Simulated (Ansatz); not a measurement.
Start from `[NH2][Y]([NH2])[F]` and change one atom or group to get `[NH2][Y]([NH2])[NH2]`.

Ansatz, PBE0-D4/def2-TZVP geometries, multiplicity 1. Each molecule was computed in one conformer, which needn't be the lowest.

Elements past krypton have def2 core potentials.

```json
{"property": "LUMO energy (PBE0/def2-TZVPP) / eV", "`[NH2][Y]([NH2])[F]`": "-1.48"}
{"property": "size of the dipole moment (ωB97M-V/def2-TZVPP) / D", "`[NH2][Y]([NH2])[F]`": "2.05"}
{"property": "HOMO–LUMO gap (B3LYP/def2-TZVPP) / eV", "`[NH2][Y]([NH2])[F]`": "4.69"}
{"property": "HOMO–LUMO gap (PBE/def2-TZVPP) / eV", "`[NH2][Y]([NH2])[F]`": "3.19"}
{"property": "size of the dipole moment (PBE/def2-TZVPP) / D", "`[NH2][Y]([NH2])[F]`": "2.09"}
{"property": "size of the dipole moment (B3LYP/def2-TZVPP) / D", "`[NH2][Y]([NH2])[F]`": "2.12"}
```

Question: What does the change do to each property? (An estimate is asked.)

Answer: Ansatz gave: 
| property | `[NH2][Y]([NH2])[NH2]` | shift |
| --- | --- | --- |
| LUMO energy (PBE0/def2-TZVPP) / eV | -1.13 | 0.35 |
| size of the dipole moment (ωB97M-V/def2-TZVPP) / D | 0.00 | -2.05 |
| HOMO–LUMO gap (B3LYP/def2-TZVPP) / eV | 4.64 | -0.05 |
| HOMO–LUMO gap (PBE/def2-TZVPP) / eV | 3.16 | -0.03 |
| size of the dipole moment (PBE/def2-TZVPP) / D | 0.00 | -2.09 |
| size of the dipole moment (B3LYP/def2-TZVPP) / D | 0.00 | -2.12 |

With PBE0 the HOMO rises by 0.42 eV and the LUMO rises by 0.35 eV, so the gap narrows by about 0.07 eV. PBE moves the HOMO by 0.40 eV and ωB97M-V by 0.41 eV. The zero-point energy changes by 58.0 kJ/mol with +6 modes.

B3LYP here is the variant with VWN-RPA as its local correlation; programs differ in this.
